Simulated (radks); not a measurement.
Ionisation of the gadolinium ion Gd+, [Xe] 4f7 5d1 6s1, to [Xe] 4f7 5d1 as the strength of local exchange is varied. Calculated with a radial shooting solver on a logarithmic mesh with Libxc functionals: scalar-relativistic Kohn-Sham, Slater X-alpha exchange (alpha = 2/3 is LDA exchange), no correlation, spin-unpolarised, spherical densities, point nucleus.

alpha  E(Gd+) (hartree)  exchange (hartree)  IE (eV)  -e of the level emptied (eV)  <r> of it (bohr)
0.555       -11217.6577           -194.4170   10.872                    8.056 (6s)             3.782
0.569       -11222.5815           -199.4125   10.945                    8.128 (6s)             3.770
0.634       -11245.4713           -222.6639   11.289                    8.464 (6s)             3.717
0.667       -11257.1109           -234.5049   11.466                    8.638 (6s)             3.690
0.824       -11312.6576           -291.1747   12.331                    9.496 (6s)             3.567
0.871       -11329.3410           -308.2469   12.597                    9.762 (6s)             3.531

NIST Atomic Spectra Database: 12.08 eV (semi-empirical). The Delta-SCF value meets it near alpha = 0.78. Spin polarisation and multiplet splitting are left out, so open shells lie too high by an amount that depends on their filling. Spin-orbit splitting is averaged out at the scalar-relativistic level.

Beside tabulated values, note that spin-unpolarised runs miss the spin-polarisation part of the exchange energy of open shells.
